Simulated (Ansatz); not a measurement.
Mulliken charges of `NBOCF` from ωB97M-V/def2-TZVPP in Ansatz (PBE0-D4/def2-TZVP geometry).

```json
{"atom": "N1", "x (Å)": "-1.679", "y (Å)": "-0.951", "z (Å)": "-0.489", "charge (e)": "-0.240"}
{"atom": "B2", "x (Å)": "-0.487", "y (Å)": "-0.561", "z (Å)": "0.115", "charge (e)": "0.140"}
{"atom": "O3", "x (Å)": "0.062", "y (Å)": "0.652", "z (Å)": "-0.239", "charge (e)": "-0.319"}
{"atom": "C4", "x (Å)": "1.294", "y (Å)": "1.017", "z (Å)": "0.244", "charge (e)": "0.175"}
{"atom": "F5", "x (Å)": "2.280", "y (Å)": "0.563", "z (Å)": "-0.601", "charge (e)": "-0.226"}
{"atom": "H6", "x (Å)": "-2.141", "y (Å)": "-1.813", "z (Å)": "-0.266", "charge (e)": "0.135"}
{"atom": "H7", "x (Å)": "-2.136", "y (Å)": "-0.398", "z (Å)": "-1.194", "charge (e)": "0.133"}
{"atom": "H8", "x (Å)": "0.044", "y (Å)": "-1.250", "z (Å)": "0.940", "charge (e)": "0.015"}
{"atom": "H9", "x (Å)": "1.491", "y (Å)": "0.583", "z (Å)": "1.230", "charge (e)": "0.081"}
{"atom": "H10", "x (Å)": "1.356", "y (Å)": "2.107", "z (Å)": "0.262", "charge (e)": "0.106"}
```

By hand: the dipole of these point charges (1 e Å = 4.8032 D).

Σ q r = (-0.282, -0.053, 0.335) e Å, of length 0.441 e Å = 2.12 D.

How does the dipole of the full density compare? (Estimate.)

Computed: (-0.409, -0.050, 0.170) e Å, 2.14 D; the point charges give 0.99 times that, at 27° from its direction.

Point charges leave out the atoms' own dipoles, such as those of lone pairs, and Mulliken's split depends on the basis, so the two needn't agree.
